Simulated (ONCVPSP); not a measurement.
# zirconium: one change to an ONCV potential, before and after

ONCVPSP 4.0.1 input, shortened (lines: element, Z, core and valence counts, functional; n l f; lmax; l rc ep ncon nbas qcut; lloc lpopt rc5 dvloc0; l nproj debl; icmod fcfact rcfact), LDA (Perdew-Zunger), scalar-relativistic:

```
  Zr 40.00    6    4        3      upf
    1    0    2.00
    2    0    2.00
    2    1    6.00
    3    0    2.00
    3    1    6.00
    3    2   10.00
    4    0    2.00
    4    1    6.00
    4    2    2.00
    5    0    2.00
    2
    0    2.25    0.00    4    8    5.40
    1    1.90    0.00    4    8    5.60
    2    2.50    0.00    4    9    5.70
    4    5    1.45    6.00
    0    2    0.40
    1    2    3.60
    2    1    1.20
    0    0.00    0.00
```

Change: s: qcut 4; p: qcut 4.2; d: qcut 4.2.

Cutoffs: the cutoffs (Ha) at which the residual kinetic energy of the hardest occupied pseudo-wave falls to 1 and 0.1 mHa per electron; they do not see the model core or the augmentation charge, which bear on the density cutoff. Errors are all-electron minus pseudo energies relative to the spin-unpolarised reference configuration.

Q: Predict the effect on cutoff, ghosts and configuration errors.

A: The potential gets neither clearly harder nor softer (11 Ha and 13 Ha → 9.7 Ha and 43 Ha); the d channel sets the loose cutoff, while the largest relative change is in s, which becomes softer; of the 4 tests that both files solve, the error grows in 2 and shrinks in 0 by more than 15 % and 0.3 meV (median size 3.5 → 6.6 meV); neither file shows a bound ghost.

```csv
quantity,base,changed
"cutoff, loose",11 Ha,9.7 Ha
"cutoff, tight",13 Ha,43 Ha
loose cutoff by channel,"s 8.0 Ha, p 9.8 Ha, d 11 Ha","s 4.9 Ha, p 9.7 Ha, d 9.7 Ha"
bound ghosts,none,none
GHOST(+) flags under 300 eV,none,none
"error for 4s2 4p6 4d2 5s1, meV [ΔE 7.35 eV]",-1.7,-1.9
"error for 4s2 4p6 4d2 5s0, meV [ΔE 20.59 eV]",-8.0,-11
"error for 4s2 4p6 4d1 5s0, meV [ΔE 43.41 eV]",+5.3,+18
"error for 4s2 4p6 4d2 5s1.5, meV [ΔE 2.97 eV]",-0.5,-0.6
s: phases at 2.28 bohr within 0.05 rad from the reference energy up to (Ha; the scan ends near 5),3.5,3.0
p: phases at 1.93 bohr within 0.05 rad from the reference energy up to (Ha; the scan ends near 5),to the end of the scan,to the end of the scan
d: phases at 2.54 bohr within 0.05 rad from the reference energy up to (Ha; the scan ends near 5),1.1,0.8
```
